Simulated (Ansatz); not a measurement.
Consider the formal hydrolysis of the Si–Si bond: `O[SiH2][SiH](Cl)Cl` + H₂O → `O[SiH](Cl)Cl` + `O[SiH3]`.

Program: Ansatz. Geometries: PBE0-D4/def2-TZVP. ΔE: electronic, gas phase. CBS: MP2 limit from def2 TZ/QZ plus the TZ coupled-cluster correction, frozen cores. This one scheme is used for every species. DFT in def2-TZVPP. B3LYP here is the variant with VWN-RPA as its local correlation; programs differ in this. HSE06 is defined as in plane-wave codes. Each species was taken in one conformer, which may not be the lowest.

| level | ΔE (kcal/mol) |
| --- | --- |
| LDA (SPW92) | -24.5 |
| B3LYP-D4 | -26.8 |
| HSE06-D4 | -23.8 |
| CAM-B3LYP-D4 | -29.2 |
| PBE0 | -25.0 |
| r2SCAN0 | -28.3 |
| SCS-MP2/def2-TZVPP | -30.4 |
| HF/CBS(def2) | -34.1 |

(1) What does CCSD(T)/CBS give? (Estimate.)

Largest T1 diagnostic among the species: 0.011.

Results:

(1) Computed: -27.0 kcal/mol. The listed levels differ from it by 2.5, 0.2, 3.2, -2.2, 2.0, -1.3, -3.4, -7.1 kcal/mol.

At CCSD(T), def2-SVP lies −1.3 kcal/mol from the extrapolated value and def2-TZVPP −1.2 kcal/mol. Leaving LDA and LC-ωPBE aside and taking each functional with its dispersion term where it has one, the values, not all of them listed here, spread over 7.6 kcal/mol, from B2PLYP to revPBE-D4. LDA lies −1.2 kcal/mol from PBE without D4. In def2-TZVPP, CCSD(T) changes the Hartree–Fock value by +5.7 kcal/mol (the triples alone add +0.8 kcal/mol) and MP2 by +4.2 kcal/mol.
